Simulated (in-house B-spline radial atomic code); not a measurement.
A run on As that did not converge. Method: scalar-relativistic (X2C) wB97X, spin-polarised, spherical fractional occupations, Fermi nucleus of rms radius 4.0968 fm; computed with an all-electron radial atomic-structure program (B-spline basis).

Command:
```bash
python run_scf.py task.json out
```
Settings (nuclear radius in fm, mass in u):
```
Z                33
configuration    [Ne] 3s2 3p5.5 3d10 4s2 4p3 4d0.5
hamiltonian      x2c
method           wb97x
spin_polarised   True
nucleus          fermi
rms_radius       4.0968
atomic_mass      74.92159
speed_of_light   137.035999084
```

First and last ten iterations of the last attempt (damped for 15 steps, keeping 80 % of the old Fock matrix, then DIIS):
```
 iter        energy (Eh)    residual
    1       -2257.350066    3.92e-01
    2       -2257.796340    1.30e-01
    3       -2258.028090    7.81e-02
    4       -2258.117328    4.71e-02
    5       -2258.151012    3.26e-02
    6       -2258.163856    2.29e-02
    7       -2258.168934    1.63e-02
    8       -2258.170831    1.18e-02
    9       -2258.171905    8.64e-03
   10       -2258.172433    6.39e-03
  111       -2258.173164    7.93e-04
  112       -2258.173069    8.74e-04
  113       -2258.173105    6.55e-04
  114       -2258.173022    7.93e-04
  115       -2258.172907    7.31e-04
  116       -2258.172888    4.87e-04
  117       -2258.172899    5.66e-04
  118       -2258.172900    7.17e-04
  119       -2258.172860    5.73e-04
  120       -2258.172820    5.08e-04
 not converged after 120 iterations
```

The smallest residual met was 3.2e-04; the threshold is about 3e-07. No energy from this run should be used. Cost of the run: 21 s on 1 thread of Arm Neoverse V2 (shared host).
